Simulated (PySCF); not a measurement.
# How methods differ on the ionisation energy of K

K [Ar] 4s1 (2S) → K+ [Ar] (1S), as a difference of total energies. Calculation: PySCF 2.14, in aug-cc-pwCVTZ-X2C (9s8p6d3f, 84 functions); scalar relativity by spin-free X2C-1e. Correlated levels: valence and next inner shell: [Ne] frozen; nothing frozen. The calculations carry no spin-orbit coupling.

| method | ionisation energy (eV) | error (eV) |
| --- | --- | --- |
| UHF | 4.023 | -0.318 |
| LDA | 4.553 | +0.212 |
| PBE | 4.465 | +0.124 |
| PBE0 | 4.392 | +0.051 |
| r2SCAN | 4.262 | -0.079 |
| B3LYP | 4.522 | +0.181 |
| wB97X-V | 4.206 | -0.135 |
| TPSSh | 4.254 | -0.087 |
| wB97X | 4.049 | -0.292 |
| MP2 (valence and next inner shell) | 4.301 | -0.040 |
| SCS-MP2 (valence and next inner shell) | 4.244 | -0.097 |
| MP2 (all electrons) | 4.304 | -0.037 |
| SCS-MP2 (all electrons) | 4.246 | -0.095 |

Reference: 4.341 eV (measured; NIST Atomic Spectra Database, ionization energies).

Errors of the correlated levels include the incompleteness of this basis and the frozen core.
